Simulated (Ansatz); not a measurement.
Gas-phase electronic energies from Ansatz, PBE0-D4/def2-TZVP geometries. CBS: MP2 limit from def2 TZ/QZ plus the TZ coupled-cluster correction, frozen cores. Functionals use def2-TZVPP. B3LYP here is the variant with VWN-RPA as its local correlation; programs differ in this. HSE06 is defined as in plane-wave codes. def2 core potentials past Kr. For Sn outer-core shells are correlated without core-valence functions, which leaves a few kJ/mol of doubt a bond. One conformer a species, not always the lowest.

`CC(C)(C)O[Si]OC(C)(C)C` + `[NH2][Sn]([Cl])([Cl])[Cl]` → `CC(C)(C)[NH][Sn]([Cl])([Cl])[Cl]` + `CC(C)(C)O[Si]O`  (substitution at a C–O bond)

```
             level  ΔE (kJ/mol)  difference from CCSD(T)/CBS
       LDA (SPW92)        -16.5                          2.6
            PBE-D4        -11.1                          8.0
         revPBE-D4        -10.0                          9.1
           BLYP-D4         -5.1                         14.0
         r2SCAN-D4         -8.5                         10.6
            B97M-V         -7.7                         11.4
          B3LYP-D4         -5.6                         13.5
        r2SCANh-D4         -9.0                         10.1
        r2SCAN0-D4         -9.7                          9.4
          HSE06-D4        -11.5                          7.6
          BHLYP-D4         -5.8                         13.3
      CAM-B3LYP-D4         -4.9                         14.2
           ωB97M-V        -11.4                          7.7
            B2PLYP         -9.0                         10.1
          PBE-QIDH        -15.9                          3.2
               PBE         -9.6                          9.5
            revPBE         -6.5                         12.6
              BLYP         -1.3                         17.8
            r2SCAN         -8.6                         10.5
              PBE0        -10.2                          8.9
             B3LYP         -2.6                         16.5
           r2SCANh         -9.0                         10.1
           r2SCAN0         -9.6                          9.5
             HSE06        -10.2                          8.9
             BHLYP         -2.5                         16.6
           LC-ωPBE        -10.3                          8.8
       HF/def2-SVP         -1.9                         17.2
      MP2/def2-SVP        -22.1                         -3.0
     CCSD/def2-SVP        -16.0                          3.1
  CCSD(T)/def2-SVP        -16.7                          2.4
    MP2/def2-TZVPP        -22.7                         -3.6
SCS-MP2/def2-TZVPP        -17.3                          1.8
   CCSD/def2-TZVPP        -14.0                          5.1
CCSD(T)/def2-TZVPP        -15.9                          3.2
     HF/def2-QZVPP          2.6                         21.7
    MP2/def2-QZVPP        -24.5                         -5.4
SCS-MP2/def2-QZVPP        -19.0                          0.1
      HF/CBS(def2)          2.6                         21.7
     MP2/CBS(def2)        -25.9                         -6.8
    CCSD/CBS(def2)        -17.2                          1.9
       CCSD(T)/CBS        -19.1                            0
```

Largest T1 diagnostic among the species: 0.013.

Leaving LDA and LC-ωPBE aside and taking each functional with its dispersion term where it has one, the values spread over 10.9 kJ/mol, from PBE-QIDH to CAM-B3LYP-D4. LDA lies −6.9 kJ/mol from PBE without D4. In def2-TZVPP, CCSD(T) changes the Hartree–Fock value by −18.5 kJ/mol (the triples alone add −1.9 kJ/mol) and MP2 by −25.3 kJ/mol.
